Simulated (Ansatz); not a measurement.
`[OH][GaH][BH][SiH3]` + H₂ → `[BH2][GaH][OH]` + SiH₄  (hydrogenolysis of a B–Si bond)

Program: Ansatz. Geometries: PBE0-D4/def2-TZVP. ΔE: electronic, gas phase. CBS: MP2 limit from def2 TZ/QZ plus the TZ coupled-cluster correction, frozen cores. This one scheme is used for every species. Functionals use def2-TZVPP. B3LYP here is the variant with VWN-RPA as its local correlation; programs differ in this. HSE06 is defined as in plane-wave codes. For Ga outer-core shells are correlated without core-valence functions, which leaves a few kJ/mol of doubt a bond. Scalar relativity is left out up to krypton. Each species was taken in one conformer, which may not be the lowest.

| level | ΔE (kJ/mol) | difference from CCSD(T)/CBS |
| --- | --- | --- |
| BLYP-D4 | -20.4 | 3.3 |
| B97M-V | -20.4 | 3.3 |
| PBE0-D4 | -17.9 | 5.8 |
| r2SCAN0-D4 | -22.5 | 1.2 |
| revPBE | -19.8 | 3.9 |
| PBE0 | -22.9 | 0.8 |
| B3LYP | -34.0 | -10.3 |
| HSE06 | -22.7 | 1.0 |
| BHLYP | -40.6 | -16.9 |
| CAM-B3LYP | -36.5 | -12.8 |
| HF/def2-SVP | -55.7 | -32.0 |
| CCSD/def2-SVP | -35.2 | -11.5 |
| HF/def2-TZVPP | -54.4 | -30.7 |
| MP2/def2-TZVPP | -27.0 | -3.3 |
| HF/def2-QZVPP | -55.1 | -31.4 |
| SCS-MP2/def2-QZVPP | -32.1 | -8.4 |
| CCSD(T)/CBS | -23.7 | 0 |

Largest T1 diagnostic among the species: 0.015.

From PBE to PBE0 (25 % exact exchange), in def2-TZVPP and without D4, ΔE moves by −5.6 kJ/mol. In def2-TZVPP, CCSD(T) changes the Hartree–Fock value by +27.7 kJ/mol (the triples alone add +4.7 kJ/mol) and MP2 by +27.5 kJ/mol. At CCSD(T), def2-SVP lies −8.0 kJ/mol from the extrapolated value and def2-TZVPP −3.0 kJ/mol.

CCSD(T)/CBS has its own doubt, a few kJ/mol and more with outer-core shells, so smaller differences from it don't rank the levels.
